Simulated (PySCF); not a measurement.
## [V(H2O)6]3+ by CASSCF and spin-orbit coupling

[V(H2O)6]3+ holds V(III), d2, at total charge +3. The structure is a PBE0-D3(BJ)/def2-SVP, IEF-PCM water geometry optimised for multiplicity 3; coordination octahedral, point group D2h, metal–donor distances 1.94–2.01 Å.

```
19

V     0.000    0.000    0.000
O     2.013    0.000    0.000
H     2.576    0.789    0.000
H     2.576   -0.789    0.000
O    -2.013    0.000    0.000
H    -2.576    0.789    0.000
H    -2.576   -0.789    0.000
O     0.000    2.011    0.000
H     0.000    2.575    0.790
H     0.000    2.575   -0.790
O     0.000   -2.011    0.000
H     0.000   -2.575    0.790
H     0.000   -2.575   -0.790
O     0.000    0.000    1.942
H     0.795    0.000    2.505
H    -0.795    0.000    2.505
O     0.000    0.000   -1.942
H     0.795    0.000   -2.505
H    -0.795    0.000   -2.505
```

Method (PySCF 2.14, density fitting): CASSCF(2,5) with orbitals averaged over all microstates of the shell, strongly contracted NEVPT2 on the averaged canonical orbitals; basis x2c-TZVPall on the metal, x2c-SVPall elsewhere; spin-free X2C; IEF-PCM water; spin-orbit coupling by state interaction with the mean-field operator over all roots.

## Spin-free states

```json
{"2S+1": "3", "deg.": "1", "symmetry": "3B3g", "cubic parent": "3T1g 1.00", "free-ion term": "3F 0.93", "CASSCF / cm⁻¹": "0", "NEVPT2 / cm⁻¹": "0", "f(ED)": "–", "occupations": "1.0 1.0 0.0 0.0 0.0"}
{"2S+1": "3", "deg.": "1", "symmetry": "3B2g", "cubic parent": "3T1g 1.00", "free-ion term": "3F 0.94", "CASSCF / cm⁻¹": "626", "NEVPT2 / cm⁻¹": "795", "f(ED)": "0", "occupations": "0.9 0.1 0.9 0.0 0.0"}
{"2S+1": "3", "deg.": "1", "symmetry": "3B1g", "cubic parent": "3T1g 1.00", "free-ion term": "3F 0.95", "CASSCF / cm⁻¹": "661", "NEVPT2 / cm⁻¹": "827", "f(ED)": "0", "occupations": "0.1 0.9 0.9 0.1 0.0"}
{"2S+1": "1", "deg.": "1", "symmetry": "1B3g", "cubic parent": "1T2g 1.00", "free-ion term": "1D 0.63", "CASSCF / cm⁻¹": "13825", "NEVPT2 / cm⁻¹": "11890", "f(ED)": "–", "occupations": "1.0 1.0 0.0 0.0 0.0"}
{"2S+1": "1", "deg.": "1", "symmetry": "1Ag", "cubic parent": "1Eg 1.00", "free-ion term": "1D 0.53", "CASSCF / cm⁻¹": "14158", "NEVPT2 / cm⁻¹": "12128", "f(ED)": "–", "occupations": "1.1 0.9 0.0 0.0 0.0"}
{"2S+1": "1", "deg.": "1", "symmetry": "1B2g", "cubic parent": "1T2g 1.00", "free-ion term": "1D 0.65", "CASSCF / cm⁻¹": "14444", "NEVPT2 / cm⁻¹": "12671", "f(ED)": "–", "occupations": "0.9 0.1 0.9 0.0 0.0"}
{"2S+1": "1", "deg.": "1", "symmetry": "1B1g", "cubic parent": "1T2g 1.00", "free-ion term": "1D 0.62", "CASSCF / cm⁻¹": "14672", "NEVPT2 / cm⁻¹": "12830", "f(ED)": "–", "occupations": "0.0 1.0 1.0 0.0 0.0"}
{"2S+1": "1", "deg.": "1", "symmetry": "1Ag", "cubic parent": "1Eg 1.00", "free-ion term": "1D 0.53", "CASSCF / cm⁻¹": "15144", "NEVPT2 / cm⁻¹": "13271", "f(ED)": "–", "occupations": "0.3 0.5 1.2 0.0 0.0"}
{"2S+1": "3", "deg.": "1", "symmetry": "3B2g", "cubic parent": "3T2g 0.99", "free-ion term": "3F 0.99", "CASSCF / cm⁻¹": "14478", "NEVPT2 / cm⁻¹": "16415", "f(ED)": "0", "occupations": "0.0 1.0 0.0 0.8 0.2"}
{"2S+1": "3", "deg.": "1", "symmetry": "3B3g", "cubic parent": "3T2g 0.99", "free-ion term": "3F 0.99", "CASSCF / cm⁻¹": "15084", "NEVPT2 / cm⁻¹": "17169", "f(ED)": "0", "occupations": "0.0 0.0 1.0 0.8 0.2"}
{"2S+1": "3", "deg.": "1", "symmetry": "3B1g", "cubic parent": "3T2g 1.00", "free-ion term": "3F 1.00", "CASSCF / cm⁻¹": "16519", "NEVPT2 / cm⁻¹": "18651", "f(ED)": "0", "occupations": "1.0 0.0 0.0 0.0 1.0"}
{"2S+1": "3", "deg.": "1", "symmetry": "3B1g", "cubic parent": "3T1g 1.00", "free-ion term": "3P 0.95", "CASSCF / cm⁻¹": "26922", "NEVPT2 / cm⁻¹": "25833", "f(ED)": "0", "occupations": "0.9 0.1 0.1 0.9 0.0"}
{"2S+1": "1", "deg.": "1", "symmetry": "1Ag", "cubic parent": "1A1g 0.99", "free-ion term": "1G 0.77", "CASSCF / cm⁻¹": "29314", "NEVPT2 / cm⁻¹": "26500", "f(ED)": "–", "occupations": "0.5 0.5 0.6 0.2 0.1"}
{"2S+1": "3", "deg.": "1", "symmetry": "3B2g", "cubic parent": "3T1g 0.99", "free-ion term": "3P 0.93", "CASSCF / cm⁻¹": "29127", "NEVPT2 / cm⁻¹": "28175", "f(ED)": "0", "occupations": "0.0 1.0 0.0 0.2 0.8"}
{"2S+1": "3", "deg.": "1", "symmetry": "3B3g", "cubic parent": "3T1g 0.99", "free-ion term": "3P 0.93", "CASSCF / cm⁻¹": "29857", "NEVPT2 / cm⁻¹": "29056", "f(ED)": "0", "occupations": "0.0 0.0 1.0 0.2 0.8"}
{"2S+1": "1", "deg.": "1", "symmetry": "1B2g", "cubic parent": "1T2g 0.94", "free-ion term": "1G 0.67", "CASSCF / cm⁻¹": "30217", "NEVPT2 / cm⁻¹": "29897", "f(ED)": "–", "occupations": "0.1 0.9 0.1 0.9 0.1"}
{"2S+1": "1", "deg.": "1", "symmetry": "1B3g", "cubic parent": "1T2g 0.95", "free-ion term": "1G 0.65", "CASSCF / cm⁻¹": "30782", "NEVPT2 / cm⁻¹": "30624", "f(ED)": "–", "occupations": "0.0 0.0 1.0 0.9 0.1"}
{"2S+1": "1", "deg.": "1", "symmetry": "1B1g", "cubic parent": "1T2g 0.98", "free-ion term": "1G 0.63", "CASSCF / cm⁻¹": "32295", "NEVPT2 / cm⁻¹": "32150", "f(ED)": "–", "occupations": "1.0 0.0 0.0 0.0 0.9"}
{"2S+1": "1", "deg.": "1", "symmetry": "1B1g", "cubic parent": "1T1g 0.98", "free-ion term": "1G 0.99", "CASSCF / cm⁻¹": "32850", "NEVPT2 / cm⁻¹": "32485", "f(ED)": "–", "occupations": "1.0 0.0 0.0 1.0 0.0"}
{"2S+1": "1", "deg.": "1", "symmetry": "1B2g", "cubic parent": "1T1g 0.94", "free-ion term": "1G 0.98", "CASSCF / cm⁻¹": "35329", "NEVPT2 / cm⁻¹": "35064", "f(ED)": "–", "occupations": "0.0 1.0 0.0 0.1 0.9"}
{"2S+1": "3", "deg.": "1", "symmetry": "3Ag", "cubic parent": "3A2g 1.00", "free-ion term": "3F 1.00", "CASSCF / cm⁻¹": "32073", "NEVPT2 / cm⁻¹": "35927", "f(ED)": "0", "occupations": "0.0 0.0 0.0 1.0 1.0"}
{"2S+1": "1", "deg.": "1", "symmetry": "1B3g", "cubic parent": "1T1g 0.95", "free-ion term": "1G 0.98", "CASSCF / cm⁻¹": "36118", "NEVPT2 / cm⁻¹": "35991", "f(ED)": "–", "occupations": "0.0 0.0 1.0 0.1 0.9"}
{"2S+1": "1", "deg.": "1", "symmetry": "1Ag", "cubic parent": "1Eg 0.98", "free-ion term": "1G 0.52", "CASSCF / cm⁻¹": "47758", "NEVPT2 / cm⁻¹": "49101", "f(ED)": "–", "occupations": "0.0 0.0 0.0 1.2 0.8"}
{"2S+1": "1", "deg.": "1", "symmetry": "1Ag", "cubic parent": "1Eg 1.00", "free-ion term": "1G 0.53", "CASSCF / cm⁻¹": "47858", "NEVPT2 / cm⁻¹": "49364", "f(ED)": "–", "occupations": "0.0 0.0 0.0 1.0 1.0"}
{"2S+1": "1", "deg.": "1", "symmetry": "1Ag", "cubic parent": "1A1g 0.98", "free-ion term": "1S 0.76", "CASSCF / cm⁻¹": "69028", "NEVPT2 / cm⁻¹": "65480", "f(ED)": "–", "occupations": "0.1 0.1 0.1 0.6 1.1"}
```

Energies are counted from the ground state at NEVPT2 level. Weights follow the labels. f(ED) is the electric-dipole oscillator strength from the ground state at the fixed geometry, without vibronic coupling; occupations, where given, run over the ligand-field orbitals from the lowest.

## Ligand-field fit

| cm⁻¹ | CASSCF |
| --- | --- |
| 10Dq | 16741 |
| B | 984 |
| B, free ion | 1086 |
| C | 3704 |
| C, free ion | 4071 |
| rms of the fit | 99 |

```csv
orbital,CASSCF / cm⁻¹,metal share,main function
1,0,0.97,xy 1.00
2,141,0.97,xz 1.00
3,832,0.96,yz 1.00
4,15637,0.90,x2-y2 1.00
5,18494,0.89,z2 1.00
```

ζ = 194 cm⁻¹, against 209 for the free ion.

## Spin-orbit levels

```
E / cm⁻¹  deg.                            make-up
     0.0     1                          0.96 3B3g
    16.3     1                          0.97 3B3g
    20.1     1                          0.98 3B3g
   717.7     1              0.55 3B2g + 0.45 3B1g
   722.0     1              0.56 3B2g + 0.44 3B1g
   856.8     1                          0.97 3B2g
   885.8     1                          0.98 3B1g
   978.7     1              0.56 3B1g + 0.44 3B2g
  1013.0     1  0.53 3B1g + 0.43 3B2g + 0.04 3B3g
 11920.6     1                          1.00 1B3g
```

Only the lowest levels are listed: 10 of 45 states.

## Magnetism

The ground multiplet follows a spin Hamiltonian with S = 1, g = 1.547, 1.613, 1.927, D = 18.23 cm⁻¹, E/|D| = 0.10 (spin-orbit part alone); the lowest levels hold 97 % of the spin-free ground state. μeff is 2.74 μB at 300 K and 1.90 μB at 10 K; the spin-only value is 2.83 μB.

| T / K | χT / cm³ K mol⁻¹ | μeff / μB |
| --- | --- | --- |
| 2 | 0.097 | 0.88 |
| 5 | 0.244 | 1.40 |
| 10 | 0.451 | 1.90 |
| 20 | 0.628 | 2.24 |
| 30 | 0.686 | 2.34 |
| 50 | 0.733 | 2.42 |
| 75 | 0.763 | 2.47 |
| 100 | 0.787 | 2.51 |
| 150 | 0.828 | 2.57 |
| 200 | 0.866 | 2.63 |
| 250 | 0.904 | 2.69 |
| 300 | 0.941 | 2.74 |

Powder magnetisation at 2 K: 0.04 μB at 0.5 T, 0.09 μB at 1 T, 0.17 μB at 2 T, 0.26 μB at 3 T, 0.42 μB at 5 T, 0.57 μB at 7 T.

NEVPT2 lifts 3B3g (from 3T2g) from 15084 to 17169 cm⁻¹; on the d shell alone it tends to overshoot states that fill the eg-type orbitals. NEVPT2 on the d shell alone tends to put d–d bands too high for such charged or covalently bound ions.

The job took 21 s on one thread of Arm Neoverse V2 (shared host), with 192 basis functions and a peak of 0.8 GiB, launched as `OMP_NUM_THREADS=1 python lf_run.py task.json out`.
